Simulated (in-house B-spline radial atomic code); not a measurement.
**Si⁴⁺: [He] 2s2 2p5 6f1 (an excited or competing configuration)**

Computed with a radial B-spline atomic code at the basis-set limit: Dirac-Hartree-Fock, average of configuration, Fermi nucleus of rms radius 3.1224 fm.

Screening seen three ways: the hydrogenic charge with the same mean radius, Z_r = [3n² - l(l+1)]/(2<r>), the one with the same energy, Z_e = n√(-2ε), and Slater's rules. Values are occupation-weighted means over j.

| shell | electrons | ε (eV) | <r> (bohr) | Z_r | Z_e | Slater |
| --- | --- | --- | --- | --- | --- | --- |
| 1s | 2 | -1978.9 | 0.1109 | 13.52 | 12.06 | 13.70 |
| 2s | 2 | -252.91 | 0.5451 | 11.01 | 8.62 | 10.20 |
| 2p | 5 | -205.46 | 0.5059 | 9.88 | 7.77 | 10.20 |
| 6f | 1 | -9.459 | 9.584 | 5.01 | 5.00 | 5.00 |

The least bound orbital is 6f7/2 at -9.459 eV, and it is also the most diffuse (<r> = 9.584 bohr).

Spin-orbit splittings of the orbital energies (j = l + 1/2 above j = l - 1/2 when positive): 2p 0.7314 eV, 6f 0.0001609 eV.

For the 1s electron the small component carries 0.247 % of the norm, the zero-frequency Breit interaction raises the level by 1.112 eV, self-energy by 0.4794 eV, and vacuum polarisation lowers it by 0.02976 eV.

The density falls to 0.001 bohr⁻³ at 2.215 bohr; Σ<r²> = 106.42 bohr² gives, by the non-relativistic formula and without the paramagnetism of open shells, a Langevin diamagnetic susceptibility of -84.28×10⁻⁶ cm³/mol.
